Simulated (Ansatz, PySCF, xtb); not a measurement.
Process, species as SMILES: C=CB(C)C=C [bis(ethenyl)-methylborane] + 2 B (BH3) + 2 C (CH4) → 3 BC (CH5B) [methylborane] + 2 C=C (C2H4) [ethene]
Structures are relaxed separately at B3LYP-D3(BJ)/def2-TZVP in Ansatz (a first-principles code), one conformer each, not searched for the lowest. Frequencies are from Ansatz or PySCF. Unstable Hartree-Fock reference: C=CB(C)C=C.

Quantity: bond separation energy (enthalpy at 298 K, with B3LYP-D3(BJ) rigid-rotor harmonic-oscillator terms), in kJ/mol. Cores are frozen in the correlated levels unless marked. No spin-orbit coupling. No relativistic terms. CBS(X,Y): correlation extrapolated as X^-3; Hartree-Fock from the larger set.

| level | program | bond separation energy (kJ/mol) |
|---|---|---|
| GFN1-xTB | xtb | 33.1 |
| GFN2-xTB | xtb | 34.1 |
| r2SCAN-D4/def2-TZVPD | Ansatz + dftd4 | 35.2 |
| B97M-V/def2-TZVPD | Ansatz | ___ |
| PBE0/STO-3G | Ansatz | 54.9 |
| PBE0/6-31G* | Ansatz | ___ |
| PBE0-D3(BJ)/def2-TZVPD | Ansatz + dftd3 | 33.2 |
| BHLYP-D3(BJ)/def2-TZVPD | Ansatz + dftd3 | 39.3 |
| BHLYP-D4/def2-TZVPD | Ansatz + dftd4 | 40.5 |
| r2SCANh-D4/def2-TZVPD | Ansatz + dftd4 | 35.0 |
| r2SCAN0-D4/def2-TZVPD | Ansatz + dftd4 | 34.7 |
| CAM-B3LYP-D4/def2-TZVPD | Ansatz + dftd4 | 34.1 |
| wB97X-V/def2-TZVPD | Ansatz | ___ |
| B2PLYP/def2-TZVPD | Ansatz | 35.5 |
| SCS-MP2/STO-3G | Ansatz | 62.3 |
| CCSD/cc-pVQZ | Ansatz | 35.7 |
| CCSD(T)/CBS(cc-pVTZ,cc-pVQZ) | Ansatz | ___ |

Problem. Some entries are withheld; supply them.

Solution. 
- B97M-V/def2-TZVPD, bond separation energy (kJ/mol): 35.9
- PBE0/6-31G*, bond separation energy (kJ/mol): 40.1
- wB97X-V/def2-TZVPD, bond separation energy (kJ/mol): 32.3
- CCSD(T)/CBS(cc-pVTZ,cc-pVQZ), bond separation energy (kJ/mol): 39.8
